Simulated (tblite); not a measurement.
Input of a run (GFN2-xTB geometry optimisation, gas phase (tblite 0.8.0)), started from a force field or distance geometry:
```
{"job": {"kind": "relax", "xc": "GFN2-xTB", "basis": "xTB"}, "charge": 0, "multiplicity": 2}
C     -3.045400     0.431800     0.748700
C     -2.087100    -0.422300     0.541400
C     -1.102400    -1.270700     0.341000
C     -0.188200    -0.935300    -0.762700
O      0.765600    -1.950000    -0.809100
C      0.342500     0.442500    -0.769900
C      1.130700     0.881900     0.422300
C      2.368900     0.096400     0.743800
H     -2.839200     1.217600     1.429800
H     -3.953100     0.251100     0.208900
H     -1.074100    -2.127600     0.978100
H     -0.792500    -1.061900    -1.693900
H     -0.548700     1.128800    -0.826600
H      0.897500     0.635300    -1.731900
H      0.522200     0.982300     1.341300
H      1.492100     1.916500     0.203500
H      3.205500     0.385100     0.102000
H      2.664600     0.393000     1.779600
H      2.231300    -0.985200     0.776700
```

Output (eV, eV/Å):
```
step      E/eV     max force
  0    -666.07918    4.668
  1    -666.51239    1.363
  2    -666.56393    1.910
  3    -666.63144    0.933
  4    -666.69013    0.512
  5    -666.72083    0.484
  6    -666.74313    0.387
  7    -666.75834    0.266
  8    -666.76801    0.243
  9    -666.77520    0.215
 10    -666.78177    0.239
 11    -666.78968    0.230
 12    -666.80089    0.295
 13    -666.81481    0.293
 14    -666.82813    0.311
 15    -666.83920    0.217
 16    -666.84733    0.192
 17    -666.85439    0.209
 18    -666.86146    0.186
 19    -666.86620    0.144
 20    -666.86913    0.133
 21    -666.87148    0.117
 22    -666.87359    0.120
 23    -666.87522    0.084
 24    -666.87638    0.072
 25    -666.87730    0.067
 26    -666.87815    0.067
 27    -666.87905    0.071
 28    -666.88013    0.086
 29    -666.88139    0.088
 30    -666.88258    0.074
 31    -666.88343    0.061
 32    -666.88401    0.062
 33    -666.88452    0.060
 34    -666.88516    0.082
 35    -666.88592    0.088
 36    -666.88664    0.060
 37    -666.88717    0.046
 38    -666.88758    0.047
 39    -666.88799    0.061
 40    -666.88839    0.049
 41    -666.88870    0.038
 42    -666.88891    0.034
 43    -666.88907    0.029
 44    -666.88923    0.034
 45    -666.88939    0.037
 46    -666.88953    0.027
 47    -666.88963    0.025
 48    -666.88971    0.021
 49    -666.88979    0.028
 50    -666.88986    0.021
 51    -666.88991    0.016
 52    -666.88995    0.015
 53    -666.89000    0.019
 54    -666.89005    0.020
 55    -666.89009    0.012
 56    -666.89011    0.009
```

**Question.** Summarise the run.

**Answer.** The energy falls by 0.811 eV over 56 L-BFGS steps, the largest force on an atom goes from 4.67 to 0.009 eV/Å, and the atoms move by 0.194 Å rms after alignment. The bond that changes most is C4–C6 (ends: carbon bonded to 2 C, O and H; carbon bonded to 2 C and 2 H), which lengthens by 0.093 Å. Bonds longer at the end by more than 0.005 Å: 8 of 18; shorter: 9. Among the angles that change most is C4–C3–H11, from 127.9° to 114.3°. Among the dihedrals that turn most is H14–C6–C7–H15, from 163° to -179°. The energy never rose by more than 1e-5 eV on the way. The first step brought 53 % of the lowering.

**Question.** What are the final bond lengths?

**Answer.** C1=C2 1.294 Å, C2=C3 1.298 Å, C3–C4 1.521 Å, C4–O5 1.320 Å, C4–C6 1.569 Å, C6–C7 1.526 Å, C7–C8 1.516 Å, C1–H9 1.079 Å, C1–H10 1.079 Å, C3–H11 1.081 Å, C4–H12 1.118 Å, C6–H13 1.090 Å, C6–H14 1.091 Å, C7–H15 1.092 Å, C7–H16 1.095 Å, C8–H17 1.087 Å, C8–H18 1.086 Å, C8–H19 1.111 Å. Numbering counts from 1 in the input's order; the species is `C=C=C[C@H]([O])CCC` [radical].

Time: 0.29 s. Hardware: an Arm Neoverse V2 with one thread, no GPU, shared host.

Its GFN2-xTB frequencies are all real (lowest 28 cm⁻¹). 3 starts were optimised and ended at 0.00, 2.95 and 3.06 kcal/mol (GFN2-xTB); the lowest of these is shown.

One conformer stands for the species.

These are computed values.
